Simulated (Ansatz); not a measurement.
C$_{2}$H$_{5}$ISn (`[I][SnH]1[CH2][CH2]1`). Charge 0, multiplicity 1. I, Sn takes the def2 core potential.

```csv
atom,x (Å),y (Å),z (Å)
I1,-0.7743,-2.3100,1.8736
Sn2,-0.8253,-1.4350,-0.7653
C3,1.0945,0.2654,-0.3715
C4,0.0906,1.0092,0.1394
H5,-2.0735,-0.2072,-0.4759
H6,1.4675,0.4326,-1.3759
H7,1.6562,-0.4190,0.2562
H8,-0.2254,0.8966,1.1699
H9,-0.4102,1.7674,-0.4507
```

What are the harmonic wavenumbers in cm⁻¹ at PBE0-D4/def2-TZVP (Ansatz, finite differences of forces, unscaled)? (Estimate.)

The calculation gave: 82, 105, 166, 181, 282, 443, 491, 545, 823, 975, 999, 1038, 1236, 1346, 1460, 1615, 1706, 3151, 3170, 3239, 3270.

Is this a minimum?

Yes, all 21 modes are real.

Give the ideal-gas thermochemistry at 298.15 K and 1 bar (rigid rotor, harmonic oscillator; point group C1, symmetry number 1).

Zero-point energy 157.4 kJ/mol; H(298) − E = 178.0 kJ/mol; entropy 369.9 J/(mol·K), of which translation 178.9, rotation 123.5, vibration 67.5; G(298) − E = 67.7 kJ/mol. Modes under 100 cm⁻¹ are hindered rotations or soft bends, so the harmonic entropy is rough.

And at 400, 500, 600, 800 and 1000 K?


| T (K) | H − E (kJ/mol) | S (J/mol/K) | G − E (kJ/mol) |
| --- | --- | --- | --- |
| 400 | 188.7 | 400.7 | 28.5 |
| 500 | 200.6 | 427.2 | -13.0 |
| 600 | 213.7 | 450.9 | -56.9 |
| 800 | 242.4 | 492.2 | -151.3 |
| 1000 | 273.9 | 527.3 | -253.4 |
